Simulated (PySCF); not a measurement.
CH₅ClOSi. Atoms are numbered in the order given.

```xyz
9

Si     0.6118     0.0957    -0.6497
Cl     0.9553     0.0762     1.4080
O     -0.8933    -0.5257    -0.9989
C     -2.1062     0.0447    -0.5336
H      1.5935    -0.8031    -1.3239
H      0.7281     1.5275    -1.0896
H     -2.2320     1.0966    -0.8797
H     -2.9491    -0.5544    -0.9326
H     -2.1627     0.0349     0.5776
```
Charge 0, spin multiplicity 1.

Geometry optimised at PBE-D3(BJ)/def2-SVP. Other conformers were not sampled.

Computed with PySCF with PBE0/pcSseg-1.

GIAO shieldings, no solvent; atoms listed in one row are averaged. δ = σ(ref) − σ: ²⁹Si against TMS (σ = 352.7 ppm); ³⁵Cl against HCl (σ = 945.9 ppm); ¹⁷O against H2O (σ = 334.2 ppm); ¹³C against TMS (σ = 186.3 ppm); ¹H against TMS (σ = 31.56 ppm), references at their B3LYP-D3(BJ)/def2-TZVP geometries, non-relativistic (without spin–orbit terms, shifts of atoms bonded to Cl or Br come out too high).

Problem. Estimate the chemical shifts. (Estimate from the structure and the level; the computed values follow.)

Solution. 
```csv
nucleus,atoms,count,δ (ppm)
²⁹Si,Si1,1,-6.3
³⁵Cl,Cl2,1,30.5
¹⁷O,O3,1,43.5
¹³C,C4,1,57.4
¹H,H6,1,5.81
¹H,H5,1,5.65
¹H,"H7, H8, H9",3,4.21
```
